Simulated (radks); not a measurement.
Isoelectronic series with 15 electrons, all held in the configuration [Ne] 3s2 3p3, which need not be the ground one along the series. Calculated with a radial shooting solver on a logarithmic mesh with Libxc functionals: scalar-relativistic Kohn-Sham, r2SCAN, spin-unpolarised, spherical densities, finite nucleus; meta-GGA in the generalised Kohn-Sham scheme; Fermi nuclear charge, rms radius of each element as measured or else 0.836 A^(1/3) + 0.57 fm. Total energies (hartree) and orbital eigenvalues (eV):

P: E (hartree) -342.01826; 3p -5.6182; 3s -14.5006; 2p -126.9958
S+: E (hartree) -398.73740; 3p -16.9544; 3s -28.3308; 2p -171.1308
Cl2+: E (hartree) -460.11927; 3p -31.8730; 3s -45.7649; 2p -222.8086
Ar3+: E (hartree) -526.15918; 3p -50.1487; 3s -66.5711; 2p -281.7434
K4+: E (hartree) -596.85901; 3p -71.6745; 3s -90.6443; 2p -347.7996
Ca5+: E (hartree) -672.22419; 3p -96.3903; 3s -117.9285; 2p -420.9026
Sc6+: E (hartree) -752.26255; 3p -124.2592; 3s -148.3915; 2p -501.0083
Ti7+: E (hartree) -836.98366; 3p -155.2580; 3s -182.0147; 2p -588.0906
V8+: E (hartree) -926.39848; 3p -189.3714; 3s -218.7877; 2p -682.1342
Cr9+: E (hartree) -1020.51903; 3p -226.5898; 3s -258.7061; 2p -783.1312
Mn10+: E (hartree) -1119.35847; 3p -266.9071; 3s -301.7689; 2p -891.0787
Fe11+: E (hartree) -1222.93096; 3p -310.3198; 3s -347.9783; 2p -1005.978
Co12+: E (hartree) -1331.25146; 3p -356.8267; 3s -397.3387; 2p -1127.832
Ni13+: E (hartree) -1444.33609; 3p -406.4278; 3s -449.8562; 2p -1256.647
Cu14+: E (hartree) -1562.20107; 3p -459.1244; 3s -505.5383; 2p -1392.432
Zn15+: E (hartree) -1684.86459; 3p -514.9189; 3s -564.3940; 2p -1535.195
Ga16+: E (hartree) -1812.34483; 3p -573.8144; 3s -626.4334; 2p -1684.948
Ge17+: E (hartree) -1944.66114; 3p -635.8148; 3s -691.6674; 2p -1841.702
